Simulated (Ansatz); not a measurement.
Ansatz (a first-principles code) input (B3LYP-D3(BJ)/def2-TZVP):

Ansatz 0.2 input:
```yaml
crystal:
  periodic: [false, false, false]
  atoms:
    - {symbol: B, position_ang: [-0.00000000, -0.00000000, -0.58802649]}
    - {symbol: N, position_ang: [0.00000000, 0.00000000, 0.67320422]}
    - {symbol: H, position_ang: [-0.00000000, -0.00000000, -1.77229711]}
basis:
  gaussian:
    orbitals: def2-TZVP
hamiltonian:
  xc: b3lyp
  dispersion: d3bj
total_charge: -1
phonons: {temperatures: {t_min: 298.15, t_max: 298.15, t_step: 100}}
```

Output:

```
Functional definition: B3LYP
integrals: 0.01 GiB planned
368 factors; their error is unknown
mean field: 0.12 GiB planned
mean field evaluation 1: about -2182.6369 eV, gradient 1.5e1 eV
mean field evaluation 2: about -2180.4788 eV, gradient 3.4e1 eV
mean field evaluation 4: about -2183.2112 eV, gradient 1.2e0 eV
mean field evaluation 8: about -2183.2177 eV, gradient 3.5e-3 eV
mean field -2183.21772433 eV, -80.2317715309 hartree, gradient 1.9e-5 eV, S^2 0.000000; 0 other end points of the search recorded, 0 dependent functions left out
the calculation of the forces begins
reference -2183.21790340 eV, -80.2317781118 hartree; 7, 7 occupied and 61, 61 virtual orbitals, 368 factors
these checks for a lower state are left out or cut short: stability, starts, cluster_reference, orbital_swaps, neighbouring_geometries, increment
integrals: 0.01 GiB planned
368 factors; their error is unknown
mean field: 0.11 GiB planned
mean field evaluation 16: about -2183.2177 eV, gradient 1.3e-1 eV
mean field -2183.21771013 eV, -80.2317710093 hartree, gradient 2.5e-6 eV, S^2 0.000000; 0 other end points of the search recorded, 0 dependent functions left out
the calculation of the forces begins
reference -2183.21788921 eV, -80.2317775902 hartree; 7, 7 occupied and 61, 61 virtual orbitals, 368 factors
these checks for a lower state are left out or cut short: stability, starts, cluster_reference, orbital_swaps, neighbouring_geometries, increment
integrals: 0.01 GiB planned
368 factors; their error is unknown
mean field: 0.11 GiB planned
mean field -2183.21771013 eV, -80.2317710093 hartree, gradient 2.5e-6 eV, S^2 0.000000; 0 other end points of the search recorded, 0 dependent functions left out
the calculation of the forces begins
reference -2183.21788921 eV, -80.2317775902 hartree; 7, 7 occupied and 61, 61 virtual orbitals, 368 factors
these checks for a lower state are left out or cut short: stability, starts, cluster_reference, orbital_swaps, neighbouring_geometries, increment
integrals: 0.01 GiB planned
368 factors; their error is unknown
mean field: 0.11 GiB planned
mean field evaluation 32: about -2183.2177 eV, gradient 2.3e-4 eV
mean field -2183.21771013 eV, -80.2317710093 hartree, gradient 2.5e-6 eV, S^2 0.000000; 0 other end points of the search recorded, 0 dependent functions left out
the calculation of the forces begins
reference -2183.21788921 eV, -80.2317775902 hartree; 7, 7 occupied and 61, 61 virtual orbitals, 368 factors
these checks for a lower state are left out or cut short: stability, starts, cluster_reference, orbital_swaps, neighbouring_geometries, increment
integrals: 0.01 GiB planned
368 factors; their error is unknown
mean field: 0.11 GiB planned
mean field -2183.21771013 eV, -80.2317710093 hartree, gradient 2.5e-6 eV, S^2 0.000000; 0 other end points of the search recorded, 0 dependent functions left out
the calculation of the forces begins
reference -2183.21788921 eV, -80.2317775902 hartree; 7, 7 occupied and 61, 61 virtual orbitals, 368 factors
these checks for a lower state are left out or cut short: stability, starts, cluster_reference, orbital_swaps, neighbouring_geometries, increment
integrals: 0.01 GiB planned
368 factors; their error is unknown
mean field: 0.12 GiB planned
mean field -2183.21740699 eV, -80.2317598689 hartree, gradient 1.3e-6 eV, S^2 0.000000; 0 other end points of the search recorded, 0 dependent functions left out
the calculation of the forces begins
reference -2183.21758607 eV, -80.2317664502 hartree; 7, 7 occupied and 61, 61 virtual orbitals, 368 factors
these checks for a lower state are left out or cut short: stability, starts, cluster_reference, orbital_swaps, neighbouring_geometries, increment
integrals: 0.01 GiB planned
368 factors; their error is unknown
mean field: 0.12 GiB planned
mean field -2183.21741908 eV, -80.2317603133 hartree, gradient 1.3e-6 eV, S^2 0.000000; 0 other end points of the search recorded, 0 dependent functions left out
the calculation of the forces begins
reference -2183.21759814 eV, -80.2317668938 hartree; 7, 7 occupied and 61, 61 virtual orbitals, 368 factors
these checks for a lower state are left out or cut short: stability, starts, cluster_reference, orbital_swaps, neighbouring_geometries, increment
integrals: 0.01 GiB planned
368 factors; their error is unknown
mean field: 0.11 GiB planned
mean field evaluation 64: about -2183.2177 eV, gradient 8.1e-7 eV
mean field -2183.21772100 eV, -80.2317714088 hartree, gradient 8.1e-7 eV, S^2 0.000000; 0 other end points of the search recorded, 0 dependent functions left out
the calculation of the forces begins
reference -2183.21790008 eV, -80.2317779896 hartree; 7, 7 occupied and 61, 61 virtual orbitals, 368 factors
these checks for a lower state are left out or cut short: stability, starts, cluster_reference, orbital_swaps, neighbouring_geometries, increment
integrals: 0.01 GiB planned
368 factors; their error is unknown
mean field: 0.11 GiB planned
mean field -2183.21772100 eV, -80.2317714088 hartree, gradient 8.1e-7 eV, S^2 0.000000; 0 other end points of the search recorded, 0 dependent functions left out
the calculation of the forces begins
reference -2183.21790008 eV, -80.2317779896 hartree; 7, 7 occupied and 61, 61 virtual orbitals, 368 factors
these checks for a lower state are left out or cut short: stability, starts, cluster_reference, orbital_swaps, neighbouring_geometries, increment
integrals: 0.01 GiB planned
368 factors; their error is unknown
mean field: 0.12 GiB planned
mean field -2183.21772100 eV, -80.2317714088 hartree, gradient 8.1e-7 eV, S^2 0.000000; 0 other end points of the search recorded, 0 dependent functions left out
the calculation of the forces begins
reference -2183.21790008 eV, -80.2317779896 hartree; 7, 7 occupied and 61, 61 virtual orbitals, 368 factors
these checks for a lower state are left out or cut short: stability, starts, cluster_reference, orbital_swaps, neighbouring_geometries, increment
integrals: 0.01 GiB planned
368 factors; their error is unknown
mean field: 0.11 GiB planned
mean field -2183.21772100 eV, -80.2317714088 hartree, gradient 8.1e-7 eV, S^2 0.000000; 0 other end points of the search recorded, 0 dependent functions left out
the calculation of the forces begins
reference -2183.21790008 eV, -80.2317779896 hartree; 7, 7 occupied and 61, 61 virtual orbitals, 368 factors
these checks for a lower state are left out or cut short: stability, starts, cluster_reference, orbital_swaps, neighbouring_geometries, increment
integrals: 0.01 GiB planned
368 factors; their error is unknown
mean field: 0.12 GiB planned
mean field -2183.21749831 eV, -80.2317632251 hartree, gradient 1.3e-6 eV, S^2 0.000000; 0 other end points of the search recorded, 0 dependent functions left out
the calculation of the forces begins
reference -2183.21767744 eV, -80.2317698079 hartree; 7, 7 occupied and 61, 61 virtual orbitals, 368 factors
these checks for a lower state are left out or cut short: stability, starts, cluster_reference, orbital_swaps, neighbouring_geometries, increment
integrals: 0.01 GiB planned
368 factors; their error is unknown
mean field: 0.12 GiB planned
mean field evaluation 96: about -2183.2149 eV, gradient 1.2e-4 eV
mean field -2183.21748046 eV, -80.2317625688 hartree, gradient 1.3e-6 eV, S^2 0.000000; 0 other end points of the search recorded, 0 dependent functions left out
the calculation of the forces begins
reference -2183.21765948 eV, -80.2317691477 hartree; 7, 7 occupied and 61, 61 virtual orbitals, 368 factors
these checks for a lower state are left out or cut short: stability, starts, cluster_reference, orbital_swaps, neighbouring_geometries, increment
integrals: 0.01 GiB planned
368 factors; their error is unknown
mean field: 0.11 GiB planned
mean field -2183.21772055 eV, -80.2317713922 hartree, gradient 2.5e-6 eV, S^2 0.000000; 0 other end points of the search recorded, 0 dependent functions left out
the calculation of the forces begins
reference -2183.21789963 eV, -80.2317779730 hartree; 7, 7 occupied and 61, 61 virtual orbitals, 368 factors
these checks for a lower state are left out or cut short: stability, starts, cluster_reference, orbital_swaps, neighbouring_geometries, increment
integrals: 0.01 GiB planned
368 factors; their error is unknown
mean field: 0.12 GiB planned
mean field -2183.21772055 eV, -80.2317713922 hartree, gradient 2.5e-6 eV, S^2 0.000000; 0 other end points of the search recorded, 0 dependent functions left out
the calculation of the forces begins
reference -2183.21789963 eV, -80.2317779730 hartree; 7, 7 occupied and 61, 61 virtual orbitals, 368 factors
these checks for a lower state are left out or cut short: stability, starts, cluster_reference, orbital_swaps, neighbouring_geometries, increment
integrals: 0.01 GiB planned
368 factors; their error is unknown
mean field: 0.12 GiB planned
mean field -2183.21772055 eV, -80.2317713922 hartree, gradient 2.5e-6 eV, S^2 0.000000; 0 other end points of the search recorded, 0 dependent functions left out
the calculation of the forces begins
reference -2183.21789963 eV, -80.2317779730 hartree; 7, 7 occupied and 61, 61 virtual orbitals, 368 factors
these checks for a lower state are left out or cut short: stability, starts, cluster_reference, orbital_swaps, neighbouring_geometries, increment
integrals: 0.01 GiB planned
368 factors; their error is unknown
mean field: 0.11 GiB planned
mean field evaluation 128: about -2183.2177 eV, gradient 2.5e-6 eV
mean field -2183.21772055 eV, -80.2317713922 hartree, gradient 2.5e-6 eV, S^2 0.000000; 0 other end points of the search recorded, 0 dependent functions left out
the calculation of the forces begins
reference -2183.21789963 eV, -80.2317779730 hartree; 7, 7 occupied and 61, 61 virtual orbitals, 368 factors
these checks for a lower state are left out or cut short: stability, starts, cluster_reference, orbital_swaps, neighbouring_geometries, increment
integrals: 0.01 GiB planned
368 factors; their error is unknown
mean field: 0.12 GiB planned
mean field -2183.21764534 eV, -80.2317686282 hartree, gradient 1.3e-6 eV, S^2 0.000000; 0 other end points of the search recorded, 0 dependent functions left out
the calculation of the forces begins
reference -2183.21782435 eV, -80.2317752067 hartree; 7, 7 occupied and 61, 61 virtual orbitals, 368 factors
these checks for a lower state are left out or cut short: stability, starts, cluster_reference, orbital_swaps, neighbouring_geometries, increment
integrals: 0.01 GiB planned
368 factors; their error is unknown
mean field: 0.12 GiB planned
mean field -2183.21765107 eV, -80.2317688387 hartree, gradient 2.2e-6 eV, S^2 0.000000; 0 other end points of the search recorded, 0 dependent functions left out
the calculation of the forces begins
reference -2183.21783021 eV, -80.2317754219 hartree; 7, 7 occupied and 61, 61 virtual orbitals, 368 factors
Total energy: -2183.26320467 eV, -80.2334429026 hartree
Atom 0 at    -0.000000    -0.000000    -0.588026 Å, force    -0.000000    -0.000000    -0.000202 eV/Å
Atom 1 at     0.000000     0.000000     0.673204 Å, force     0.000000     0.000000     0.000089 eV/Å
Atom 2 at    -0.000000    -0.000000    -1.772297 Å, force     0.000000     0.000000     0.000114 eV/Å
Dipole moment:    -0.000000     0.000000    -0.442876 e Å
Vibrations: 678.77 678.77 1751.68 2733.18 cm⁻¹, zero-point energy 0.362183 eV
```
